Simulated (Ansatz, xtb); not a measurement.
## ClH5O2SbSi+: 6 structures ranked

6 gas-phase structures of ClH5O2SbSi+, found in a search over its isomers (lower ones may exist). Each was relaxed with GFN2-xTB; where two conformers were screened, the lower at r2SCAN-D4/def2-SVP is listed:

A. `O[SiH](O)[SbH2+][Cl]`, a singlet
B. `O[SiH2][OH+][SbH][Cl]`, a singlet
C. `[OH2+][SiH2][O][SbH][Cl]`, a singlet
D. `[OH][Sb]([Cl])[OH+][SiH3]`, a singlet
E. a singlet given by its coordinates
F. a singlet given by its coordinates

E (Å):

```xyz
10

Cl    1.6637   -4.2942   -0.8482
O    -0.8116   -2.7144   -1.6598
O     1.4382   -1.5638   -1.2150
Sb    3.0277   -2.0428    0.5101
Si    0.7396   -2.8838   -1.9715
H    -1.5541   -3.2795   -1.8667
H     1.0673   -0.6923   -1.3874
H     1.1615   -2.9078   -3.3492
H     1.6934   -2.2307    1.5367
H     2.8702   -0.3429    0.7072
```

Close contacts (Å): Cl1–Sb4 2.96, Cl1–Si5 2.03, O2–Si5 1.59, O3–Sb4 2.39, O3–Si5 1.67, O2–H6 0.96, O3–H7 0.96, Sb4–H9 1.69, Sb4–H10 1.72, Si5–H8 1.44.

F (Å):

```xyz
10

Cl    3.5140    1.7796    1.6557
O    -0.9890    1.6932    0.1081
O     0.9739    0.3728    0.5128
Sb    1.5284    2.6106    0.8145
Si   -0.6204    0.1080    0.0461
H    -1.8601    2.0150   -0.1247
H    -1.2463   -0.6293    1.1267
H    -0.5798   -0.3815   -1.3173
H     1.5768   -0.3633    0.6498
H     0.7197    2.4335    2.2969
```

Close contacts (Å): Cl1–Sb4 2.31, O2–Si5 1.63, O3–Sb4 2.33, O3–Si5 1.68, O2–H6 0.96, O3–H9 0.96, Sb4–H10 1.70, Si5–H7 1.45, Si5–H8 1.45.

Task: Estimate their order in r2SCAN-D4/def2-SVP energy at these geometries, lowest first.

Result: Calculated order at r2SCAN-D4/def2-SVP: E (0.0), F (2.5), B (3.8), C (5.3), A (17.9), D (20.3) kcal/mol.

Energies above the lowest of each column, in kcal/mol; the last columns are at BLYP-D3(BJ)/def2-SVP geometries and were run for some of them only (a dash: not run or not comparable):

| structure | GFN2-xTB | HF/STO-3G | r2SCAN-D4/def2-SVP | BLYP-D3(BJ)/def2-SVP | CCSD(T)/def2-SVP + ΔMP2/def2-TZVPP |
| --- | --- | --- | --- | --- | --- |
| E | 14.2 | 17.7 | 0.0 | 0.0 | 0.0 |
| F | 0.0 | 0.7 | 2.5 | 3.4 | 8.1 |
| B | 0.0 | 3.7 | 3.8 | 4.5 | 8.8 |
| C | 11.2 | 0.0 | 5.3 | 6.5 | – |
| A | 24.1 | 26.4 | 17.9 | – | – |
| D | 18.5 | 2.9 | 20.3 | – | – |

CCSD(T)/def2-SVP + ΔMP2/def2-TZVPP puts E lowest of those it was run on; GFN2-xTB picks B, HF/STO-3G picks C. Some further structures that were screened fall inside this span and aren't listed. Flexible structures stand in one conformer each, not always the lowest. Frequencies (BLYP-D3(BJ)/def2-SVP) were run for B, E, F alone. Atoms past krypton carry core potentials in the def2 sets, without spin–orbit terms. ΔMP2 is the change of the MP2 energy from the smaller to the larger basis.

Over these structures GFN2-xTB departs from r2SCAN-D4/def2-SVP by 5.7 kcal/mol on average once a common shift is removed. A GFN2-xTB relaxation took about 0.23 s and the r2SCAN-D4/def2-SVP energy about 1.2 s on a shared host (Ansatz 0.2.0, xtb 6.7.1).
